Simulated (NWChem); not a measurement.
## A calculation on F$_{3}$In

```xyz
4

In     0.0000     0.0000     0.0000
F      0.0000     0.0000     1.9351
F     -1.6757     0.0000    -0.9677
F      1.6757     0.0000    -0.9677
```
Charge 0, spin multiplicity 1.

Program: NWChem. The geometry was optimised at PBE0/def2-SVP with def2 effective core potentials on In, a minimum by its harmonic frequencies.

Symmetry labels belong to the abelian group C2v used in the runs, with the axes of the coordinates shown; states degenerate in a higher group split over its labels.

Effective core potentials replace the inner electrons of In; spin-orbit coupling is left out. B3LYP has NWChem's definition, with VWN1-RPA local correlation. The structure started from a generated list of species.

Problem. List the lowest 6 singlet excitations that TD-B3LYP/def2-SVP with def2 effective core potentials on In, VWN1-RPA local correlation gives, with oscillator strengths.

Solution. 
```csv
state,symmetry,energy (eV),wavelength (nm),f
1,b1,5.45,227,0.000
2,b2,5.48,226,0.000
3,a2,5.48,226,0.000
4,b1,5.58,222,0.038
5,a1,5.58,222,0.038
6,b2,6.13,202,0.051
```
